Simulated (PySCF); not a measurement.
C₄H₉F, SMILES C(F)(C)(C)C. Atoms are numbered in the order given.

```xyz
14

C      1.2670     0.7315    -0.4374
C      0.0000     0.0000     0.0029
C      0.0000    -1.4630    -0.4374
C     -1.2670     0.7315    -0.4374
F      0.0000     0.0000     1.4185
H      1.3389     0.7730    -1.5426
H      1.2669     1.7683    -0.0471
H      2.1649     0.2130    -0.0471
H      0.0000    -1.5460    -1.5426
H     -0.8980    -1.9813    -0.0471
H      0.8980    -1.9813    -0.0471
H     -1.2669     1.7683    -0.0471
H     -1.3389     0.7730    -1.5426
H     -2.1649     0.2130    -0.0471
```

Geometry: PBE-D3(BJ)/def2-SVP.

Two levels are set side by side: PBE/pcSseg-1 (PySCF) and KT2/pcSseg-1 (PySCF). GIAO shifts against CFCl3 (¹⁹F), TMS (¹H), TMS (¹³C) at the same level; non-relativistic, no solvent, atoms listed together averaged. Differences are taken from unrounded values.

```json
[
 {"quantity": "δ(¹³C) of C1, C3, C4 (ppm)", "KT2": "33.0"},
 {"quantity": "δ(¹³C) of C2 (ppm)", "KT2": "97.3"},
 {"quantity": "δ(¹⁹F) of F5 (ppm)", "KT2": "-188.8"}
]
```

Q: What does PBE give, and how far is it from KT2? (Estimate from the structure and the level; the computed values follow.)

A: 
| quantity | PBE | PBE minus KT2 |
|---|---|---|
| δ(¹³C) of C1, C3, C4 (ppm) | 34.1 | 1.0 |
| δ(¹³C) of C2 (ppm) | 100.3 | 3.0 |
| δ(¹⁹F) of F5 (ppm) | -184.2 | 4.6 |

Rough cost on one machine, each run with all the roots and properties that it gave: KT2 against PBE within a factor of 2.
